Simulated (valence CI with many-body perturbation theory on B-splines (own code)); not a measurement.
## Forbidden lines of Pb41+

Level of theory: configuration interaction combined with many-body perturbation theory (CI+MBPT): five valence electrons over a frozen Dirac-Fock core [Kr], a basis of 7 s, 7 p, 8 d, 6 f, 4 g, 1 h functions for each j, with the one-electron correlation potential Σ1, the two-electron term Σ2, the three-electron term Σ3, Breit, model QED; selected CI, second order for the rest (own B-spline code, finite nucleus).

No measured spectrum was set against this ion. As an estimate, large intervals hold to a few tenths of a per cent, small ones and those within an open d or f shell to about a per cent. Only levels of the ground parity were solved; by the run's estimate the other parity begins above the list, which can be wrong where configurations are misplaced.

Lines 1 to 50 of 120 in falling wavelength, among levels below 132.69 eV, chosen from the decays that carry over 1 % of a level's rate. Wavelengths and rates use the calculated energies. Electric multipoles are in the length gauge, E1 and E2 with the static RPA response of the core. S is in atomic units (e²a₀⁴ for E2 and M2, e²a₀⁶ for E3), for M1 in squared Bohr magnetons. Weak lines are less certain than strong ones. Lines between different terms over intervals too small for the method are left out, as are lines whose strength nearly cancels. The highest levels of a list are the least certain.

Levels are named by their leading jj configuration (3d3/2^4 stands for four electrons in 3d with j = 3/2), which in mixed levels can hold well under half, so a name can repeat and another be missing. Letters in brackets count levels of one name in rising energy.

| λ vac (nm) | Upper | Lower | Type | A (s⁻¹) | S (a.u.) |
| --- | --- | --- | --- | --- | --- |
| 1103 | (4d3/2^3 4d5/2^2) J=11/2 | (4d3/2^3 4d5/2^2) J=7/2 [a] | E2 | 3.09e-07 | 5.40e-04 |
| 623.8 | (4d3/2^3 4d5/2^2) J=9/2 | (4d3/2^3 4d5/2^2) J=11/2 | M1 | 3.32e+01 | 2.99e+00 |
| 398.4 | (4d3/2^3 4d5/2^2) J=9/2 | (4d3/2^3 4d5/2^2) J=7/2 [a] | M1 | 1.49e+02 | 3.49e+00 |
| 317.5 | (4d3/2^3 4d5/2^2) J=5/2 [b] | (4d3/2^3 4d5/2^2) J=3/2 [a] | M1 | 2.29e+02 | 1.63e+00 |
| 233.5 | (4d3/2^3 4d5/2^2) J=1/2 | (4d3/2^3 4d5/2^2) J=3/2 [a] | M1 | 1.70e+03 | 1.60e+00 |
| 190.3 | (4d3/2^3 4d5/2^2) J=7/2 [b] | (4d3/2^3 4d5/2^2) J=7/2 [a] | M1 | 2.81e+02 | 5.74e-01 |
| 148.8 | (4d3/2^2 4d5/2^3) J=9/2 [c] | (4d3/2^2 4d5/2^3) J=9/2 [b] | M1 | 1.85e+03 | 2.26e+00 |
| 133.2 | (4d3/2^3 4d5/2^2) J=3/2 [b] | (4d3/2^3 4d5/2^2) J=5/2 [b] | M1 | 7.98e+02 | 2.80e-01 |
| 125.8 | (4d3/2^3 4d5/2^2) J=5/2 [b] | (4d3/2^3 4d5/2^2) J=5/2 [a] | M1 | 3.80e+03 | 1.68e+00 |
| 122.3 | (4d3/2^2 4d5/2^3) J=3/2 [c] | (4d3/2^2 4d5/2^3) J=1/2 [b] | M1 | 1.39e+03 | 3.76e-01 |
| 95.67 | (4d3/2^2 4d5/2^3) J=3/2 [c] | (4d3/2^2 4d5/2^3) J=5/2 [c] | M1 | 3.88e+03 | 5.04e-01 |
| 93.83 | (4d3/2^3 4d5/2^2) J=3/2 [b] | (4d3/2^3 4d5/2^2) J=3/2 [a] | M1 | 2.33e+03 | 2.86e-01 |
| 70.95 | (4d3/2^2 4d5/2^3) J=1/2 [a] | (4d3/2^3 4d5/2^2) J=3/2 [b] | M1 | 2.07e+04 | 5.49e-01 |
| 67.16 | (4d3/2^2 4d5/2^3) J=3/2 [a] | (4d3/2^3 4d5/2^2) J=3/2 [b] | M1 | 9.41e+03 | 4.23e-01 |
| 65.71 | (4d3/2^2 4d5/2^3) J=5/2 [b] | (4d3/2^3 4d5/2^2) J=3/2 [b] | M1 | 1.30e+04 | 8.19e-01 |
| 65.41 | (4d3/2^2 4d5/2^3) J=5/2 [d] | (4d3/2^2 4d5/2^3) J=5/2 [b] | M1 | 7.67e+03 | 4.77e-01 |
| 64.69 | (4d3/2^3 4d5/2^2) J=3/2 [b] | (4d3/2^3 4d5/2^2) J=5/2 [a] | M1 | 1.86e+03 | 7.47e-02 |
| 53.71 | (4d3/2^2 4d5/2^3) J=5/2 [c] | (4d3/2^3 4d5/2^2) J=3/2 [b] | M1 | 6.99e+04 | 2.41e+00 |
| 53.36 | (4d3/2^2 4d5/2^3) J=5/2 [d] | (4d3/2^2 4d5/2^3) J=7/2 [a] | M1 | 1.07e+04 | 3.62e-01 |
| 53.16 | (4d3/2^2 4d5/2^3) J=9/2 [a] | (4d3/2^3 4d5/2^2) J=7/2 [b] | M1 | 2.74e+04 | 1.53e+00 |
| 51.87 | (4d3/2^2 4d5/2^3) J=7/2 [a] | (4d3/2^3 4d5/2^2) J=5/2 [b] | M1 | 5.05e+04 | 2.09e+00 |
| 51.75 | (4d3/2^2 4d5/2^3) J=5/2 [a] | (4d3/2^3 4d5/2^2) J=3/2 [a] | M1 | 1.09e+04 | 3.37e-01 |
| 50.53 | (4d3/2 4d5/2^4) J=3/2 [a] | (4d3/2^2 4d5/2^3) J=1/2 [b] | M1 | 9.39e+03 | 1.80e-01 |
| 50.35 | (4d3/2^2 4d5/2^3) J=5/2 [a] | (4d3/2^3 4d5/2^2) J=7/2 [a] | M1 | 3.93e+04 | 1.12e+00 |
| 49.56 | (4d3/2^3 4d5/2^2) J=5/2 [a] | (4d3/2^4 4d5/2) J=5/2 | M1 | 2.75e+05 | 7.44e+00 |
| 48.89 | (4d3/2^2 4d5/2^3) J=7/2 [a] | (4d3/2^3 4d5/2^2) J=9/2 | M1 | 7.38e+04 | 2.56e+00 |
| 48.85 | (4d3/2^2 4d5/2^3) J=1/2 [a] | (4d3/2^3 4d5/2^2) J=1/2 | M1 | 1.19e+05 | 1.03e+00 |
| 47.86 | (4d3/2^2 4d5/2^3) J=1/2 [b] | (4d3/2^3 4d5/2^2) J=3/2 [b] | M1 | 7.03e+03 | 5.71e-02 |
| 47.56 | (4d3/2^2 4d5/2^3) J=11/2 | (4d3/2^3 4d5/2^2) J=9/2 | M1 | 3.20e+04 | 1.53e+00 |
| 47.37 | (4d3/2 4d5/2^4) J=7/2 [a] | (4d3/2^2 4d5/2^3) J=5/2 [c] | M1 | 5.12e+04 | 1.62e+00 |
| 47.27 | (4d3/2^2 4d5/2^3) J=5/2 [b] | (4d3/2^3 4d5/2^2) J=7/2 [b] | M1 | 3.35e+04 | 7.88e-01 |
| 47.03 | (4d3/2^2 4d5/2^3) J=3/2 [a] | (4d3/2^3 4d5/2^2) J=1/2 | M1 | 2.63e+04 | 4.06e-01 |
| 46.39 | (4d3/2^2 4d5/2^3) J=9/2 [a] | (4d3/2^3 4d5/2^2) J=9/2 | M1 | 2.53e+03 | 9.38e-02 |
| 46.31 | (4d3/2 4d5/2^4) J=5/2 [a] | (4d3/2^2 4d5/2^3) J=3/2 [a] | M1 | 6.33e+04 | 1.40e+00 |
| 46.12 | (4d3/2 4d5/2^4) J=9/2 | (4d3/2^2 4d5/2^3) J=7/2 [c] | M1 | 4.30e+04 | 1.56e+00 |
| 45.33 | (4d3/2 4d5/2^4) J=3/2 [a] | (4d3/2^2 4d5/2^3) J=5/2 [c] | M1 | 5.83e+04 | 8.05e-01 |
| 44.88 | (4d3/2 4d5/2^4) J=7/2 [a] | (4d3/2^2 4d5/2^3) J=9/2 [b] | M1 | 4.85e+04 | 1.30e+00 |
| 44.65 | (4d3/2^2 4d5/2^3) J=3/2 [a] | (4d3/2^3 4d5/2^2) J=5/2 [b] | M1 | 9.94e+04 | 1.31e+00 |
| 44.19 | (4d3/2^2 4d5/2^3) J=11/2 | (4d3/2^3 4d5/2^2) J=11/2 | M1 | 1.89e+05 | 7.26e+00 |
| 44.00 | (4d3/2^2 4d5/2^3) J=5/2 [b] | (4d3/2^3 4d5/2^2) J=5/2 [b] | M1 | 1.17e+05 | 2.22e+00 |
| 43.55 | (4d3/2^2 4d5/2^3) J=7/2 [a] | (4d3/2^3 4d5/2^2) J=7/2 [a] | M1 | 1.18e+05 | 2.90e+00 |
| 43.17 | (4d3/2^2 4d5/2^3) J=9/2 [a] | (4d3/2^3 4d5/2^2) J=11/2 | M1 | 7.39e+04 | 2.20e+00 |
| 43.09 | (4d3/2 4d5/2^4) J=5/2 [b] | (4d3/2^2 4d5/2^3) J=7/2 [c] | M1 | 2.99e+04 | 5.31e-01 |
| 42.98 | (4d3/2 4d5/2^4) J=11/2 | (4d3/2^2 4d5/2^3) J=9/2 [b] | M1 | 4.42e+04 | 1.56e+00 |
| 42.76 | (4d3/2^2 4d5/2^3) J=9/2 [b] | (4d3/2^3 4d5/2^2) J=7/2 [b] | M1 | 3.44e+04 | 9.97e-01 |
| 41.55 | (4d3/2^2 4d5/2^3) J=9/2 [a] | (4d3/2^3 4d5/2^2) J=7/2 [a] | M1 | 1.16e+05 | 3.08e+00 |
| 41.54 | (4d3/2^2 4d5/2^3) J=7/2 [b] | (4d3/2^3 4d5/2^2) J=7/2 [b] | M1 | 3.88e+04 | 8.25e-01 |
| 41.45 | (4d3/2^2 4d5/2^3) J=5/2 [a] | (4d3/2^3 4d5/2^2) J=5/2 [a] | M1 | 5.39e+05 | 8.53e+00 |
| 40.91 | (4d3/2^3 4d5/2^2) J=7/2 [a] | (4d3/2^4 4d5/2) J=5/2 | M1 | 1.35e+05 | 2.74e+00 |
| 40.80 | (4d3/2 4d5/2^4) J=7/2 [a] | (4d3/2^2 4d5/2^3) J=5/2 [b] | M1 | 1.02e+05 | 2.06e+00 |
